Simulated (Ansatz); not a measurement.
A nudged elastic band was laid between two geometries of ClF$_{2}$H$_{5}$NO$_{2}$Ta (12 atoms, charge 0, multiplicity 1).

Theory: Ansatz 0.2.0, RHF/def2-SVP.

```
movable images  : 7
climbing image  : yes
spring          : 5.0 eV/Å²
optimiser       : quadratic models (default)
start path      : through a guess of the saddle point
force threshold : 0.05 eV/Å
iteration limit : 60
end points      : relaxed
```

Image 0:

```xyz
12
Properties=species:S:1:pos:R:3
Ta -0.066 0.088 -0.100
F 1.607 -0.787 -0.392
F 0.687 0.799 1.490
Cl -0.517 -0.309 -2.448
O -1.455 1.362 -0.069
H -2.173 1.879 -0.386
O -0.931 -1.384 0.616
H -1.156 -2.253 0.898
N 1.265 1.843 -0.951
H 0.979 2.161 -1.863
H 1.282 2.633 -0.324
H 2.208 1.492 -1.031
```

Image 8:

```xyz
12
Properties=species:S:1:pos:R:3
Ta -0.558 0.716 -0.163
F 2.465 -0.924 -0.408
F 0.096 1.408 1.475
Cl -0.972 0.217 -2.480
O -2.226 1.519 0.043
H -3.056 1.906 -0.176
O -0.479 -1.065 0.371
H 0.154 -1.770 0.407
N 1.116 1.585 -0.866
H 1.278 1.784 -1.837
H 1.635 2.212 -0.275
H 2.278 -0.064 -0.650
```

(1) What changes between the two ends?

(2) Give the energies along the band, and the barrier.

(3) What is the geometry of the highest image?

(4) What are the harmonic wavenumbers there?

Answers

(1) Bonds broken: Ta1–F2, N9–H12. Bonds formed: F2–H12. ClF2H5NO2Ta becomes ClFH4NO2Ta + FH.

(2) It converged. The highest image is number 6 of 0 to 8, 43.8 kcal/mol above the first end and 1.6 kcal/mol above the last; the last end lies 42.2 kcal/mol above the first. A vibrational analysis at the climbing image gives one clearly imaginary mode, 409i cm⁻¹: a first-order saddle point. The orbitals stay closed-shell, which can raise the energy where a bond breaks towards radicals; this wasn't checked here.

```
image  path coordinate (Å)  energy (kcal/mol)  Ta1–F2 (Å)  N9–H12 (Å)  F2–H12 (Å)
    0                 0.00                0.0        1.91        1.01        2.44
    1                 0.40                0.2        1.91        1.01        2.42
    2                 0.79                0.9        1.92        1.01        2.34
    3                 1.19                2.6        1.93        1.01        2.18
    4                 1.58                7.7        1.97        1.02        1.83
    5                 1.98               26.9        2.13        1.11        1.41
    6                 2.37               43.8        2.30        1.49        1.01
    7                 3.22               43.2        2.97        1.92        0.92
    8                 4.08               42.2        3.45        2.03        0.91
```

(3) 
```xyz
12
Properties=species:S:1:pos:R:3:forces:R:3
Ta -0.288 0.479 -0.200 0.01 0.00 -0.01
F 1.790 -0.497 -0.372 -0.01 -0.02 0.01
F 0.448 1.121 1.423 0.00 0.00 0.00
Cl -0.602 -0.154 -2.494 0.00 0.00 0.00
O -1.840 1.461 -0.067 0.00 -0.01 0.04
H -2.700 1.799 0.113 0.00 0.01 -0.03
O -0.706 -1.213 0.475 -0.01 0.00 0.00
H -0.391 -2.087 0.641 0.00 0.00 0.00
N 1.252 1.710 -0.990 0.00 -0.01 0.00
H 1.230 2.004 -1.951 0.00 0.00 0.00
H 1.573 2.467 -0.409 0.00 0.00 0.00
H 1.966 0.434 -0.731 0.00 0.03 -0.01
```

(4) 409i, 116, 138, 152, 168, 193, 213, 223, 273, 284, 305, 319, 356, 435, 490, 499, 608, 668, 742, 772, 815, 825, 1049, 1335, 1664, 2320, 3741, 3840, 4228, 4267 cm⁻¹.

The run took 12 min on 4 threads of Arm Neoverse V1 (shared host), peak memory 0.45 GiB.
